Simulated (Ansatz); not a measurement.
Computed with frozen-core CCSD(T)/def2-TZVPP // CAM-B3LYP-D3(BJ)/def2-TZVP in Ansatz (a quantum-chemistry and plane-wave program).

Ansatz 0.2 input:
```yaml
crystal:
  periodic: [false, false, false]
  atoms:
    - { symbol: N, position_ang: [1.64333, 0.22133, 0.25701] }
    - { symbol: In, position_ang: [0.044419, -0.589562, -0.651499] }
    - { symbol: N, position_ang: [-1.682326, 0.29612, -0.128669] }
    - { symbol: H, position_ang: [1.590209, 1.090082, 0.761986] }
    - { symbol: H, position_ang: [2.585185, 0.040004, -0.045641] }
    - { symbol: H, position_ang: [0.141968, -1.884244, -1.743725] }
    - { symbol: H, position_ang: [-1.743142, 0.93997, 0.642245] }
    - { symbol: H, position_ang: [-2.579647, -0.113703, -0.324688] }
basis:
  gaussian: { orbitals: def2-TZVPP }
correlation:
  method: ccsd_t
```

Output:

```
Functional definition: HF
1251 factors; integrals over basis functions are off by at most 9.5e-4 eV
mean field evaluation 1: about -8186.7253 eV, gradient 5.3e1 eV
mean field evaluation 2: about -8186.7600 eV, gradient 5.3e1 eV
mean field evaluation 4: about -8192.4767 eV, gradient 2.9e0 eV
mean field evaluation 8: about -8192.5225 eV, gradient 1.6e-1 eV
mean field evaluation 16: about -8190.0209 eV, gradient 3.5e1 eV
mean field -8192.52260139 eV, -301.0696525098 hartree, gradient 1.6e-6 eV, S^2 0.000000; 0 other end points of the search recorded, 0 dependent functions left out
6 core orbitals not correlated
reference -8192.52260139 eV, -301.0696525098 hartree; 14, 14 occupied and 162, 162 virtual orbitals, 1251 factors
second order -19.95769504 eV of doubles, -0.00000000 eV of singles
cycle   1  -19.73180448 eV  change    2.3e-1 eV  update   1.0e-1
cycle   2  -20.19861681 eV  change   -4.7e-1 eV  update   3.0e-2
cycle   3  -20.30385856 eV  change   -1.1e-1 eV  update   1.8e-2
cycle   4  -20.29445824 eV  change    9.4e-3 eV  update   5.3e-3
cycle   5  -20.29149376 eV  change    3.0e-3 eV  update   2.8e-3
cycle   6  -20.29223670 eV  change   -7.4e-4 eV  update   9.0e-4
cycle   7  -20.29190152 eV  change    3.4e-4 eV  update   3.5e-4
cycle   8  -20.29186726 eV  change    3.4e-5 eV  update   1.1e-4
cycle   9  -20.29191883 eV  change   -5.2e-5 eV  update   3.6e-5
cycle  10  -20.29191483 eV  change    4.0e-6 eV  update   1.5e-5
perturbative correction -0.71075772 eV, -0.0261198645 hartree
Total energy: -8213.52527394 eV, -301.8414864898 hartree
```

Cost: around 2.2 core-minutes (rough).
